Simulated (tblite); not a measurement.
Input of a run (GFN2-xTB geometry optimisation, gas phase (tblite 0.8.0)), started from a force field or distance geometry:
```
{"job": {"kind": "relax", "xc": "GFN2-xTB", "basis": "xTB"}, "charge": 0, "multiplicity": 1}
C     -3.249300    -0.121900     0.166300
N     -1.823300    -0.107500     0.358700
Si    -0.681800     0.390900    -0.808200
C      1.024900     0.133800    -0.139900
C      1.551700    -0.798800     0.765900
C      2.942300    -0.609400     0.978800
C      3.447800     0.452600     0.253800
S      2.249000     1.216600    -0.681700
H     -3.536000    -0.747100    -0.685900
H     -3.754300    -0.536100     1.056800
H     -3.651300     0.890600     0.008600
H     -1.612500     0.393900     1.225500
H     -0.926500    -0.405900    -2.024100
H     -0.960000     1.828400    -1.057700
H      0.956200    -1.566100     1.229600
H      3.549900    -1.219100     1.651300
H      4.466000     0.817100     0.238400
```

Output (eV, eV/Å):
```
step      E/eV     max force
  0    -630.61463    1.727
  1    -630.69029    0.630
  2    -630.71092    0.432
  3    -630.73068    0.340
  4    -630.74475    0.409
  5    -630.76221    0.357
  6    -630.77556    0.374
  7    -630.78770    0.261
  8    -630.79718    0.274
  9    -630.80480    0.212
 10    -630.81041    0.250
 11    -630.81421    0.175
 12    -630.81681    0.146
 13    -630.81905    0.148
 14    -630.82130    0.159
 15    -630.82334    0.154
 16    -630.82482    0.101
 17    -630.82577    0.081
 18    -630.82650    0.069
 19    -630.82722    0.072
 20    -630.82796    0.082
 21    -630.82869    0.065
 22    -630.82940    0.066
 23    -630.83010    0.077
 24    -630.83080    0.077
 25    -630.83146    0.063
 26    -630.83210    0.061
 27    -630.83279    0.069
 28    -630.83357    0.074
 29    -630.83443    0.071
 30    -630.83531    0.076
 31    -630.83612    0.073
 32    -630.83678    0.070
 33    -630.83725    0.050
 34    -630.83761    0.049
 35    -630.83799    0.052
 36    -630.83847    0.065
 37    -630.83904    0.069
 38    -630.83958    0.059
 39    -630.84003    0.051
 40    -630.84041    0.048
 41    -630.84079    0.059
 42    -630.84117    0.047
 43    -630.84149    0.048
 44    -630.84177    0.052
 45    -630.84206    0.054
 46    -630.84238    0.051
 47    -630.84273    0.048
 48    -630.84308    0.049
 49    -630.84345    0.046
 50    -630.84384    0.058
 51    -630.84424    0.058
 52    -630.84458    0.050
 53    -630.84490    0.049
 54    -630.84513    0.043
 55    -630.84541    0.043
 56    -630.84560    0.036
 57    -630.84576    0.039
 58    -630.84591    0.031
 59    -630.84606    0.028
 60    -630.84616    0.025
 61    -630.84622    0.028
 62    -630.84628    0.025
 63    -630.84637    0.027
 64    -630.84649    0.030
 65    -630.84659    0.026
 66    -630.84666    0.022
 67    -630.84673    0.019
 68    -630.84684    0.026
 69    -630.84698    0.028
 70    -630.84709    0.019
 71    -630.84715    0.015
 72    -630.84719    0.013
 73    -630.84724    0.019
 74    -630.84732    0.023
 75    -630.84739    0.017
 76    -630.84744    0.015
 77    -630.84749    0.016
 78    -630.84757    0.027
 79    -630.84767    0.033
 80    -630.84777    0.025
 81    -630.84784    0.023
 82    -630.84791    0.019
 83    -630.84801    0.028
 84    -630.84817    0.042
 85    -630.84837    0.041
 86    -630.84855    0.036
 87    -630.84872    0.036
 88    -630.84890    0.033
 89    -630.84910    0.039
 90    -630.84928    0.031
 91    -630.84942    0.032
 92    -630.84954    0.026
 93    -630.84969    0.038
 94    -630.84982    0.031
 95    -630.84989    0.020
 96    -630.84993    0.016
 97    -630.84996    0.013
 98    -630.84999    0.013
 99    -630.85001    0.008
```

Question: Summarise the run.

Answer: The energy falls by 0.235 eV over 99 L-BFGS steps, the largest force on an atom goes from 1.73 to 0.008 eV/Å, and the atoms move by 0.245 Å rms after alignment. The bond that changes most is C4–C5 (substituted aromatic carbon to aromatic CH carbon), which shortens by 0.040 Å. Bonds longer at the end by more than 0.005 Å: 4 of 17; shorter: 11. Among the angles that change most is N2–Si3–H14, from 105.8° to 116.7°. Among the dihedrals that turn most is H12–N2–Si3–H13, from 176° to 154°. The energy never rose by more than 1e-5 eV on the way. The first step brought 32 % of the lowering.

Question: What are the final bond lengths?

Answer: C1–N2 1.442 Å, N2–Si3 1.716 Å, Si3–C4 1.870 Å, C4–C5 1.363 Å, C5–C6 1.411 Å, C6–C7 1.357 Å, C7–S8 1.719 Å, C4–S8 1.731 Å, C1–H9 1.087 Å, C1–H10 1.092 Å, C1–H11 1.096 Å, N2–H12 1.010 Å, Si3–H13 1.468 Å, Si3–H14 1.473 Å, C5–H15 1.076 Å, C6–H16 1.076 Å, C7–H17 1.072 Å. Numbering counts from 1 in the input's order; the species is `CN[SiH2]c1cccs1`.

Hardware: an Arm Neoverse V1 with one thread, shared host with 32 logical CPUs at a one-minute load of 7.0. Cost: 0.81 s.

Its GFN2-xTB frequencies are all real (lowest 31 cm⁻¹). One conformer, not necessarily the lowest.

The numbers are calculated, not measured.
